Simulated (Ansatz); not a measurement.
Cl₃F₂Nb, SMILES `[F][Nb]([F])([Cl])([Cl])[Cl]`, relaxed with RKS PBE0-D4/def2-TZVP in Ansatz 0.2.0 from a PBE-D4/def2-SVP geometry. The force threshold is 0.005 eV/Å; the program also tests the step.

Total charge 0; spin multiplicity 1. Nb takes the def2 core potential.

Start:

```xyz
6

F     1.704   -0.787    0.007
Nb    0.007   -0.037   -0.031
F    -1.444   -0.509   -1.086
Cl   -0.664   -1.679    1.487
Cl   -0.339    1.692    1.407
Cl    0.736    1.321   -1.785
```

Problem. How much energy does the relaxation release, and in how many steps? (An estimate is asked.)

Solution. Ansatz gave: 0.80 kcal/mol, in 6 steps.

Problem. Which bonds change most? (An estimate is asked.)

Solution. Computed: Nb2–Cl5 from 2.275 to 2.246 Å; Nb2–Cl6 from 2.335 to 2.310 Å; Nb2–Cl4 from 2.335 to 2.310 Å; Nb2–F3 from 1.856 to 1.836 Å.

Problem. Give the relaxed structure. (Best estimate.)

Solution. The calculation gave: 
```xyz
6

F     1.689   -0.761    0.025
Nb    0.006   -0.029   -0.024
F    -1.439   -0.485   -1.061
Cl   -0.651   -1.682    1.449
Cl   -0.336    1.678    1.395
Cl    0.732    1.281   -1.782
```
